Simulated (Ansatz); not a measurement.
`FC[SiH2][GaH2]` + `[SH][SnH3]` → `FC[S][SnH3]` + `[SiH3][GaH2]`  (substitution at a C–Si bond)

Computed with Ansatz on PBE0-D4/def2-TZVP structures; ΔE is electronic, products minus reactants. CBS: MP2 limit from def2 TZ/QZ plus the TZ coupled-cluster correction, frozen cores. DFT in def2-TZVPP. def2 core potentials past Kr. For Ga, Sn outer-core shells are correlated without core-valence functions, which leaves a few kJ/mol of doubt a bond. Scalar relativity is left out up to krypton. One conformer a species, not always the lowest.

`FC[SiH2][GaH2]`:

Z-matrix (Å, degrees):
```
C
Si 1 1.918
F 1 1.431 2 105.2
H 1 1.091 2 114.6 3 -116.2
H 1 1.091 2 114.7 3 116.3
Ga 2 2.412 1 89.0 3 0.6
H 2 1.489 1 109.6 3 121.6
H 2 1.489 1 109.7 3 -120.3
H 6 1.570 2 119.9 1 89.0
H 6 1.570 2 120.0 1 -89.9
```

`[SH][SnH3]`:

Cartesian coordinates in Å:
```
S 1.788 -0.279 -0.437
Sn -0.507 -0.154 0.271
H 1.731 0.865 -1.139
H -1.524 -0.145 -1.098
H -0.743 1.264 1.189
H -0.745 -1.550 1.213
```

`FC[S][SnH3]`:

Z-matrix (Å, degrees):
```
C
S 1 1.798
F 1 1.378 2 112.7
H 1 1.092 2 111.3 3 -121.0
H 1 1.092 2 106.6 3 118.8
Sn 2 2.411 1 98.5 3 65.0
H 6 1.702 2 110.5 1 -82.6
H 6 1.706 2 106.0 1 37.9
H 6 1.703 2 106.0 1 157.2
```

`[SiH3][GaH2]`:

Cartesian coordinates in Å:
```
Si 0.231 0.364 -0.941
Ga -0.280 -0.510 1.251
H -0.393 -0.457 -2.017
H 1.693 0.443 -1.208
H -0.325 1.744 -1.055
H -1.728 -1.032 1.578
H 0.801 -0.553 2.393
```

```csv
level,ΔE (kcal/mol),difference from CCSD(T)/CBS
PBE-D4,5.3,-0.8
PBE0-D4,5.5,-0.6
ωB97X-V,6.2,0.1
ωB97M-V,7.0,0.9
PBE,5.2,-0.9
r2SCAN,6.3,0.2
PBE0,5.4,-0.7
HF/def2-TZVPP,5.1,-1.0
MP2/def2-TZVPP,6.2,0.1
SCS-MP2/def2-TZVPP,6.0,-0.1
CCSD/def2-TZVPP,6.5,0.4
CCSD(T)/def2-TZVPP,6.5,0.4
MP2/def2-QZVPP,5.9,-0.2
HF/CBS(def2),4.9,-1.2
MP2/CBS(def2),5.8,-0.3
CCSD/CBS(def2),6.1,0.0
CCSD(T)/CBS,6.1,0
```

Largest T1 diagnostic among the species: 0.013.

In def2-TZVPP, CCSD(T) changes the Hartree–Fock value by +1.4 kcal/mol (the triples alone add −0.0 kcal/mol) and MP2 by +1.1 kcal/mol.

CCSD(T)/CBS has its own doubt, a few kJ/mol and more with outer-core shells, so smaller differences from it don't rank the levels.
